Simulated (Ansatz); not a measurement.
Mulliken charges of `COB(F)S` from r2SCAN/def2-TZVPP in Ansatz (PBE0-D4/def2-TZVP geometry).

```json
{"atom": "C1", "x (Å)": "-0.250", "y (Å)": "-0.092", "z (Å)": "-1.519", "charge (e)": "0.012"}
{"atom": "O2", "x (Å)": "0.495", "y (Å)": "-0.423", "z (Å)": "-0.360", "charge (e)": "-0.293"}
{"atom": "B3", "x (Å)": "0.178", "y (Å)": "0.026", "z (Å)": "0.864", "charge (e)": "0.442"}
{"atom": "F4", "x (Å)": "-0.873", "y (Å)": "0.823", "z (Å)": "1.068", "charge (e)": "-0.278"}
{"atom": "S5", "x (Å)": "1.227", "y (Å)": "-0.482", "z (Å)": "2.255", "charge (e)": "-0.185"}
{"atom": "H6", "x (Å)": "-0.619", "y (Å)": "-1.014", "z (Å)": "-1.970", "charge (e)": "0.068"}
{"atom": "H7", "x (Å)": "-1.093", "y (Å)": "0.561", "z (Å)": "-1.287", "charge (e)": "0.059"}
{"atom": "H8", "x (Å)": "0.413", "y (Å)": "0.408", "z (Å)": "-2.227", "charge (e)": "0.068"}
{"atom": "H9", "x (Å)": "0.521", "y (Å)": "0.193", "z (Å)": "3.175", "charge (e)": "0.105"}
```

Question: By hand: the dipole of these point charges (1 e Å = 4.8032 D).

Answer: Σ q r = (-0.077, 0.007, -0.273) e Å, of length 0.284 e Å = 1.36 D.

Question: How does the dipole of the full density compare? (Best estimate.)

Answer: The calculation gave: (-0.196, 0.097, -0.245) e Å, 1.58 D; the point charges give 0.86 times that, at 27° from its direction.

Point charges leave out the atoms' own dipoles, such as those of lone pairs, and Mulliken's split depends on the basis, so the two needn't agree.
